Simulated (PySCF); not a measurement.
C3H11BSi, SMILES CB(C)C[SiH3].

The structure is a stationary point at PBE0-D3(BJ)/def2-SVP. The structure was generated by enumeration, and PubChem lists no compound with its InChIKey, so it may never have been made. One conformer was computed; it need not be the lowest.

All values below come from PBE0-D3(BJ)/def2-SVP run with PySCF.

Frequencies are harmonic and unscaled.

Computed harmonic wavenumbers and intensities:
```csv
mode,ν (cm⁻¹),IR (km/mol),moving atoms (share of kinetic energy)
1,55,0.2,"H 47 %, C 40 %, Si 12 %"
2,77,0.4,H 89 %
3,118,0.0,"H 66 %, C 20 %, Si 12 %"
4,123,0.1,"H 84 %, C 9 %"
5,137,0.8,"H 59 %, C 22 %, Si 18 %"
6,313,1.0,"H 46 %, C 44 %, B 10 %"
7,336,0.0,"H 46 %, C 45 %, B 9 %"
8,398,1.7,"H 53 %, B 40 %"
9,530,9.0,H 95 %
10,576,6.2,"H 70 %, C 17 %, Si 12 %"
11,648,8.9,"H 67 %, C 29 %"
12,682,13.1,"H 41 %, C 41 %, Si 17 %"
13,741,5.2,"C 53 %, H 42 %"
14,800,11.9,"H 76 %, C 22 %"
15,836,9.8,"H 59 %, C 33 %"
16,871,13.2,"H 64 %, C 26 %, B 9 %"
17,918,36.8,"H 54 %, C 23 %, B 21 %"
18,928,220.0,H 82 %
19,947,61.8,H 97 %
20,950,32.7,H 97 %
21,986,33.0,H 87 %
22,1037,66.3,"H 62 %, C 28 %, B 9 %"
23,1186,16.4,"H 55 %, B 40 %"
24,1200,164.7,"B 49 %, H 33 %, C 18 %"
25,1305,84.0,"H 69 %, C 25 %"
26,1332,131.2,"H 50 %, C 30 %, B 20 %"
27,1404,18.3,"H 89 %, C 10 %"
28,1416,1.9,H 96 %
29,1423,9.5,H 88 %
30,1444,4.8,H 92 %
31,1447,8.4,H 92 %
32,2224,83.9,H 99 %
33,2226,116.7,H 96 %
34,2228,109.4,H 96 %
35,3029,0.8,H 96 %
36,3032,0.2,H 96 %
37,3063,2.2,H 95 %
38,3113,4.0,"H 92 %, C 8 %"
39,3116,16.7,"H 92 %, C 8 %"
40,3138,2.6,"H 90 %, C 10 %"
41,3157,11.5,"H 90 %, C 10 %"
42,3157,18.4,"H 91 %, C 9 %"
```
